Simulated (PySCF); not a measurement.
**Zinc: a sound run and one with changed settings**

Sound run: Zn [Ar] 3d10 4s2, Zn⁺ [Ar] 3d10 4s1. Calculation: PySCF 2.14, in jorge-DZP-DKH (8s6p2d1f, 43 functions); scalar relativity by spin-free X2C-1e. In the sound run the correlated levels freeze [Ar]. The sound run starts from symmetry-adapted Hartree-Fock orbitals and uses a fine grid where one is needed.

Changed run: a valence shell is frozen. This setting is unsound on purpose.

```json
{"species": "Zn", "method": "MP2", "sound run (hartree)": "-1794.38211", "changed run (hartree)": "-1794.09394", "converged": "yes"}
{"species": "Zn", "method": "CCSD(T)", "sound run (hartree)": "-1794.37869", "changed run (hartree)": "-1794.10594", "converged": "yes"}
```

Ionisation energy of Zn:

```csv
method,sound run (eV),changed run (eV)
UHF,7.688,7.688
MP2,8.578,8.232
SCS-MP2,8.633,8.341
CCSD,8.807,8.559
CCSD(T),8.865,8.559
CCSDT,n/a,8.559
FCI,n/a,8.559
```

Freezing a valence shell removes pair correlation that changes on ionisation.

For comparison, NIST gives 9.394 eV between the lowest levels.
